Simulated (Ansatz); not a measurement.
`[SiH3]S[CH2][GeH3]` and `OBCS[SiH3]` differ in one atom or group.

Ansatz, PBE0-D4/def2-TZVP geometries, multiplicity 1. Each molecule was computed in one conformer, which needn't be the lowest.

Scalar relativity is left out up to krypton.

```json
{"property": "LUMO energy (PBE/def2-TZVPP) / eV", "`[SiH3]S[CH2][GeH3]`": "-0.95"}
{"property": "HOMO–LUMO gap (ωB97M-V/def2-TZVPP) / eV", "`[SiH3]S[CH2][GeH3]`": "10.88"}
{"property": "LUMO energy (ωB97M-V/def2-TZVPP) / eV", "`[SiH3]S[CH2][GeH3]`": "1.65"}
{"property": "size of the dipole moment (PBE/def2-TZVPP) / D", "`[SiH3]S[CH2][GeH3]`": "1.32"}
{"property": "size of the dipole moment (B3LYP/def2-TZVPP) / D", "`[SiH3]S[CH2][GeH3]`": "1.35"}
{"property": "HOMO energy (PBE0/def2-TZVPP) / eV", "`[SiH3]S[CH2][GeH3]`": "-7.04"}
```

(1) Give the same properties after the change, and the shifts. (Best estimate.)

Answers

(1) The calculation gave: 
| property | `OBCS[SiH3]` | shift |
| --- | --- | --- |
| LUMO energy (PBE/def2-TZVPP) / eV | -1.52 | -0.57 |
| HOMO–LUMO gap (ωB97M-V/def2-TZVPP) / eV | 10.46 | -0.42 |
| LUMO energy (ωB97M-V/def2-TZVPP) / eV | 1.38 | -0.27 |
| size of the dipole moment (PBE/def2-TZVPP) / D | 1.93 | 0.61 |
| size of the dipole moment (B3LYP/def2-TZVPP) / D | 1.85 | 0.50 |
| HOMO energy (PBE0/def2-TZVPP) / eV | -6.89 | 0.15 |

With PBE0 the HOMO rises by 0.15 eV and the LUMO falls by 0.45 eV, so the gap narrows by about 0.60 eV. PBE moves the HOMO by 0.16 eV and ωB97M-V by 0.15 eV. Dipoles are sizes alone; their direction can turn.

B3LYP here is the variant with VWN-RPA as its local correlation; programs differ in this.
